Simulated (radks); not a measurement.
The indium ion In+, configuration [Kr] 4d10 5s2 (the NIST ground configuration). Calculated with a radial shooting solver on a logarithmic mesh with Libxc functionals: scalar-relativistic Kohn-Sham, OLYP, spin-unpolarised, spherical densities, finite nucleus; Fermi nuclear charge, rms radius 4.6156 fm.

Unscreened Slater integrals over Kohn-Sham orbitals (eV). Empty in this configuration: 5p.

| integral | value |
|---|---|
| F0(5s,5s) | 9.8482 |
| F0(5s,4d) | 12.152 |
| G2(5s,4d) | 1.7438 |
| F0(5s,4p) | 12.496 |
| G1(5s,4p) | 0.74988 |
| F0(5s,4s) | 12.589 |
| G0(5s,4s) | 0.49849 |
| F0(5s,5p) | 8.3638 |
| G1(5s,5p) | 5.1890 |
| F0(4d,4d) | 21.103 |
| F2(4d,4d) | 10.500 |
| F4(4d,4d) | 6.8733 |
| F0(4d,4p) | 23.407 |
| F2(4d,4p) | 11.614 |
| G1(4d,4p) | 14.682 |
| G3(4d,4p) | 8.9950 |
| F0(4d,4s) | 24.126 |
| G2(4d,4s) | 10.923 |
| F0(4d,5p) | 9.5235 |
| F2(4d,5p) | 2.3105 |
| G1(4d,5p) | 0.84323 |
| G3(4d,5p) | 0.70489 |
| F0(4p,4p) | 26.582 |
| F2(4p,4p) | 13.932 |
| F0(4p,4s) | 27.635 |
| G1(4p,4s) | 18.766 |
| F0(4p,5p) | 9.6921 |
| F2(4p,5p) | 1.7436 |
| G0(4p,5p) | 0.30985 |
| G2(4p,5p) | 0.38975 |
| F0(4s,4s) | 28.839 |
| F0(4s,5p) | 9.7406 |
| G1(4s,5p) | 0.41929 |
| F0(5p,5p) | 7.4320 |
| F2(5p,5p) | 3.8873 |
